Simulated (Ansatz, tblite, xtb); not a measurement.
A ladder of methods for GaHBrO (SMILES [OH][Ga][Br])

GaHBrO: 4 atoms, total charge 0, spin state doublet. SMILES: `[OH][Ga][Br]`. Geometry: relaxed at PBE0-D4/def2-TZVP.

```xyz
4

O    -0.9454    0.0455   -0.5278
Ga    0.6076    0.4416    0.2802
Br    1.8233   -1.3587    1.0757
H    -1.4299    0.8113   -0.8484
```

Quantity: the dipole moment, in D. The values are calculated.

| level | kind | program | value (D) |
| --- | --- | --- | --- |
| GFN2-xTB | semi-empirical | tblite | 6.02 |
| GFN1-xTB | semi-empirical | tblite | 5.26 |
| IPEA1-xTB | semi-empirical | tblite | 3.68 |
| GFN0-xTB | semi-empirical | xtb | 5.94 |
| UHF/STO-3G | Hartree–Fock | Ansatz | 1.99 |
| UHF/3-21G | Hartree–Fock | Ansatz | 4.29 |
| UHF/def2-SVP | Hartree–Fock | Ansatz | 3.43 |
| UB3LYP/cc-pVDZ | global hybrid | Ansatz | 2.81 |
| UB3LYP/6-31G* (spherical functions) | global hybrid | Ansatz | 2.97 |
| UPBE0/def2-SVP | global hybrid | Ansatz | 2.91 |

All-electron rows without a relativistic Hamiltonian named are non-relativistic. The values span 1.99 to 6.02 D. Sets without polarisation functions give poor dipoles. Without the sets that lack polarisation functions the rows with a basis span only 2.81 to 3.43 D.
